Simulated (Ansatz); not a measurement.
Two structures, one formula

The two ends of one reaction step of BHBrClF₂, closed shell (PBE0-D4/def2-TZVP).

A:

```xyz
6
angstrom
B 0.2674 -0.9084 0.5628
Cl -1.3653 1.3781 -1.0699
F -0.0719 -1.7848 -0.3465
F -0.5092 -0.7100 1.5960
H -0.2586 2.0134 -1.1723
Br 1.9376 0.0116 0.4298
```

B:

```xyz
6
angstrom
B -0.8366 -0.7614 0.2329
Cl -1.7159 0.4657 -0.6440
F -0.3110 -1.7788 -0.4029
F -0.7481 -0.7045 1.5385
H 1.4834 1.9101 -0.7229
Br 2.1280 0.8688 -0.0016
```

Computed with Ansatz 0.2.0 (basis: def2-TZVPP); correlated methods freeze the cores. Filled d shells of the heavier atoms are correlated. The def2 sets are not built for correlating such inner shells, so the correlated values are less sure here. B3LYP uses VWN-RPA correlation.

Question: Which structure is lower at CCSD(T), and by how much? (Judge from chemistry; the value comes from the calculation.)

Answer: By the calculation: B, by 11.3 kJ/mol (electronic energy, against the other). By their contacts, A is a complex of BBrF₂ ([F][B]([F])[Br]) + HCl and B is a complex of BClF₂ ([F][B]([F])[Cl]) + HBr.

All methods give the same order:

| method | E(B) − E(A) (kJ/mol) |
| --- | --- |
| SPW92 | -12.0 |
| PBE-D4 | -11.1 |
| BLYP-D4 | -12.3 |
| r2SCAN-D4 | -12.3 |
| B97M-V | -14.6 |
| PBE0-D4 | -11.7 |
| B3LYP-D4 | -12.7 |
| r2SCAN0-D4 | -12.5 |
| BHLYP-D4 | -13.3 |
| CAM-B3LYP-D4 | -13.7 |
| wB97X-V | -12.3 |
| wB97M-V | -12.2 |
| B2PLYP | -12.3 |
| PBE-QIDH | -11.5 |
| RPA on PBE | -10.7 |
| HF | -15.0 |
| MP2 | -10.1 |
| CCSD | -11.7 |
| CCSD(T) | -11.3 |

T1 diagnostic: at most 0.010.

Labels in which every atom is bracketed show which atoms are joined, not bond orders.

For scale, one of the runs: CCSD(T)/def2-TZVPP, 197 basis functions, launched by `ansatz run in.yaml --threads 4 --pin off --events-out ev --progress --plain --max-ram 9574MiB`. Hardware: 4 CPU threads of an Arm Neoverse V1, shared host. Wall time 110 s; peak host memory 2.6 GiB.
